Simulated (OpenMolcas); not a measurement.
**CH3Cl2Si (SMILES [CH2][SiH](Cl)Cl): methods side by side**

The species is CH3Cl2Si (7 atoms), meant as a doublet with charge 0. As SMILES, `[CH2][SiH](Cl)Cl`. The coordinates come from a PBE0-D4/def2-TZVP relaxation. This is one conformer, not always the lowest.

Quantity: the vertical ionisation energy (to the singlet cation), in eV. The values are calculated.

| level | kind | program | value (eV) | CPU time (all runs) |
| --- | --- | --- | --- | --- |
| UHF/6-31G* (spherical functions) | Hartree–Fock | OpenMolcas | 9.58 | 21 s |
| USVWN5/6-31G* (spherical functions) | LDA | OpenMolcas | 9.56 | 72 s |
| U-revPBE/6-31G* (spherical functions) | GGA | OpenMolcas | 9.51 | 1.9 min |
| U-r2SCAN/6-31G* (spherical functions) | meta-GGA | OpenMolcas | ? | 2.2 min |
| UM06-L/6-31G* (spherical functions) | meta-GGA | OpenMolcas | 9.84 | 2.1 min |
| UTPSS/6-31G* (spherical functions) | meta-GGA | OpenMolcas | ? | 2.6 min |
| UB3LYP/6-31G* (spherical functions) | global hybrid | OpenMolcas | 9.78 | 97 s |
| UPBE0/6-31G* (spherical functions) | global hybrid | OpenMolcas | 9.98 | 95 s |

**Question.** Estimate what the levels marked ? give.

**Answer.** As computed at these levels: U-r2SCAN/6-31G* (spherical functions): 9.94 eV; UTPSS/6-31G* (spherical functions): 9.60 eV. The values span 9.51 to 9.98 eV. Times are those of the runs behind each value, whatever else they computed, on shared processors of several kinds: orders of magnitude only.
